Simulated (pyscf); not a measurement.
•HC=C=CH₂ (SMILES [CH]=C=C) → C₃H₃ (SMILES [C]1=CC1) [doublet], a ring closure (doublet surface; none broken, C–C formed). Structures and frequencies: ωB97X-D3(BJ)/def2-SVP in PySCF. MP2 and CC: frozen core, UHF for open shells. ΔMP2 is the change of the MP2 total energy from the triple- to the quadruple-zeta basis. Energies in kcal/mol from the reactant's lowest minimum found.

Small-basis levels: PySCF, no dispersion term, spherical d functions. Open shells are spin-unrestricted. 

Problem. In single points B3LYP/6-31G* puts the saddle at 52.9 kcal/mol and the reaction energy at +40.3 kcal/mol. Should these be trusted to within a few kcal/mol? Compare with CCSD(T)/def2-TZVPP + ΔMP2(QZVPP).

Solution. CCSD(T)/def2-TZVPP + ΔMP2(QZVPP) gives ΔE‡ = 50.8 kcal/mol and ΔE = +39.5 kcal/mol. B3LYP/6-31G* lies 2.1 kcal/mol over it in the barrier and 0.8 kcal/mol over it in the reaction energy, so on this step it holds to within 3.0 kcal/mol. CCSD(T)/def2-TZVPP + ΔMP2(QZVPP) has limits of its own. cyclic C₃H₃ (SMILES [C]1=CC1) [doublet] lies 40.2 kcal/mol over its isomer HC≡C–CH₂•, and others may lie lower still (electronic energy, ωB97M-D3(BJ)). This is the saddle that the search found; another between the same sides may lie lower. The CCSD(T) − MP2 part came from Ansatz, without density fitting, on the same reference. A UHF reference is spin-contaminated (<S²> up to 1.07), which harms MP2 most.
